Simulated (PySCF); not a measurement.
MgO, SMILES [O]=[Mg]. Coordinates come from a B3LYP-D3(BJ)/def2-TZVPD optimisation.

Level of theory: B3LYP-D3(BJ)/def2-TZVPD in PySCF.

Harmonic wavenumbers (cm⁻¹): 813. Rotational constants (GHz): 17.29 (linear); symmetry number 1.

Work out the zero-point energy and the ideal-gas rigid-rotor harmonic-oscillator thermochemistry at 298.15 K and 1 atm.

ZPE = ½ Σ hcν = ½ × 813 cm⁻¹ = 4.86 kJ/mol. H − E(el) = 13.73 kJ/mol. Entropy in J/(mol K): translation 154.85, rotation 57.24, vibration 0.83, total 212.91. G − E(el) = -49.75 kJ/mol. Cp = 31.74 J/(mol K).
